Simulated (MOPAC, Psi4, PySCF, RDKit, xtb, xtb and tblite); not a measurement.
Two geometries of CH6BFSi, SMILES C([SiH2]B)F, relaxed at GFN2-xTB with one dihedral held; other torsions can differ between them too.

Structure A

```
10

B      1.7640     0.3199    -0.3674
Si     0.2472    -0.4829     0.5744
C     -1.4305     0.1282    -0.1592
F     -2.4921    -0.4448     0.5132
H      2.7715     0.5284     0.1872
H      1.7248     0.5875    -1.5054
H      0.1883    -1.9515     0.4476
H      0.1226    -0.2110     2.0167
H     -1.5662     1.2103    -0.0708
H     -1.5544    -0.1462    -1.2105
```

Structure B

```
10

B     -1.7557     0.3182    -0.3774
Si    -0.2466    -0.5094     0.5556
C      1.4268     0.1549    -0.1499
F      2.4524    -0.0528     0.7509
H     -2.7201     0.6405     0.1988
H     -1.7477     0.5018    -1.5329
H     -0.1673    -1.9753     0.4061
H     -0.1312    -0.2620     2.0021
H      1.4089     1.2329    -0.3378
H      1.7242    -0.3471    -1.0740
```

Task: Which is lower in energy at the level DF-MP2 (frozen core)/cc-pVTZ // GFN2-xTB (Psi4), and by how much?

Result: A is lower, by 0.62 kcal/mol (dihedral B1–Si2–C3–F4: 180° in A, 160° in B).

E(B) − E(A) in kcal/mol at the other levels, on the same two geometries: GFN2-xTB (xtb and tblite) 0.22; B3LYP/def2-TZVP // GFN2-xTB (Psi4) 0.54; B3LYP-D3(BJ)/def2-TZVP // GFN2-xTB (Psi4) 0.54; PBE/def2-TZVP // GFN2-xTB (Psi4) 0.46; PBE-D3(BJ)/def2-TZVP // GFN2-xTB (Psi4) 0.46; M06-2X/def2-TZVP // GFN2-xTB (Psi4) 0.57; HF/cc-pVTZ // GFN2-xTB (Psi4) 0.61; UFF // GFN2-xTB (RDKit) 0.32; PM3, restricted, heats of formation // GFN2-xTB (MOPAC) 0.55; PM6, restricted, heats of formation // GFN2-xTB (MOPAC) 0.28; GFN1-xTB // GFN2-xTB (xtb) 0.06; restricted B3LYP/6-31G*, spherical d // GFN2-xTB (PySCF) 0.65; restricted B3LYP/3-21G // GFN2-xTB (PySCF) 0.93; restricted LDA (SVWN5)/6-31G*, spherical d // GFN2-xTB (PySCF) 0.61; restricted B3LYP/LANL2DZ, with its core potentials past Ne // GFN2-xTB (PySCF) 0.63.
